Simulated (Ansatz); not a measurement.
Computed with Ansatz on PBE0-D4/def2-TZVP structures; ΔE is electronic, products minus reactants. CCSD(T)/CBS adds triple-zeta CCSD(T) − MP2 to the extrapolated MP2 energy (def2 sets, frozen cores). Functionals use def2-TZVPP. B3LYP here is the variant with VWN-RPA as its local correlation; programs differ in this. One conformer a species, not always the lowest.

Reaction (formal exchange of groups at a B–N bond): `BN[SiH2]C=C` + `[SiH3][CH]1[NH][AlH]1` → `B[SiH2][CH]1[NH][AlH]1` + `C=C[SiH2]N`

| level | ΔE (kJ/mol) | difference from CCSD(T)/CBS |
| --- | --- | --- |
| r2SCAN-D4 | 165.6 | -3.8 |
| PBE0-D4 | 164.0 | -5.4 |
| B3LYP-D4 | 170.9 | 1.5 |
| ωB97X-V | 168.6 | -0.8 |
| ωB97M-V | 174.5 | 5.1 |
| B2PLYP | 174.8 | 5.4 |
| PBE | 161.8 | -7.6 |
| r2SCAN | 165.9 | -3.5 |
| B3LYP | 172.3 | 2.9 |
| HF/def2-TZVPP | 174.9 | 5.5 |
| CCSD/def2-TZVPP | 171.1 | 1.7 |
| CCSD(T)/def2-TZVPP | 171.7 | 2.3 |
| HF/def2-QZVPP | 175.3 | 5.9 |
| MP2/def2-QZVPP | 176.2 | 6.8 |
| MP2/CBS(def2) | 175.1 | 5.7 |
| CCSD/CBS(def2) | 168.8 | -0.6 |
| CCSD(T)/CBS | 169.4 | 0 |

Largest T1 diagnostic among the species: 0.015.

From PBE to PBE0 (25 % exact exchange), in def2-TZVPP and without D4, ΔE moves by +3.1 kJ/mol.
